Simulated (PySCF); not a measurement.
A GIAO shielding run with PySCF 2.14 (density fitting, non-relativistic, gas phase) on SMILES C#C[C@]1(F)CC=C1[SiH2]SC, C$_{7}$H$_{9}$FSSi:

```
$ OMP_NUM_THREADS=1 python probes_run.py task.json out

{"job": {"kind": "nmr", "xc": "PBE0", "basis": "pcSseg-1"}, "charge": 0, "multiplicity": 1}
C     -2.763863     2.154304     0.595802
C     -2.403309     1.166250     0.023529
C     -1.951520    -0.019095    -0.664019
F     -2.149495     0.118985    -2.028886
C     -2.462226    -1.375026    -0.094025
C     -1.022718    -1.630533     0.246498
C     -0.555813    -0.493281    -0.281689
Si     1.075846     0.347358    -0.567692
S      2.496632    -0.769866     0.586632
C      3.993417     0.179666     0.181304
H     -3.084161     3.016494     1.100778
H     -3.158967    -1.298062     0.740147
H     -2.876891    -2.023914    -0.864073
H     -0.547482    -2.450776     0.751530
H      1.484041     0.298116    -1.971056
H      1.053664     1.726021    -0.078835
H      3.888708     1.197373     0.543294
H      4.151251     0.173846    -0.892310
H      4.823083    -0.308609     0.680774
```

Hardware: 1 thread of an Intel Xeon, shared host. The job also computes population analyses, field gradients, ring-centre shieldings.

(1) How large is the calculation?

(2) How long does it take, and how much memory does it need?

## Answers

(1) 90 electrons, 229 basis functions and 1230 auxiliary functions.

(2) 100 s of wall time, with 14 SCF cycles and 5 response iterations; peak memory 1.1 GiB. Times on a shared host scatter by some tens of per cent.
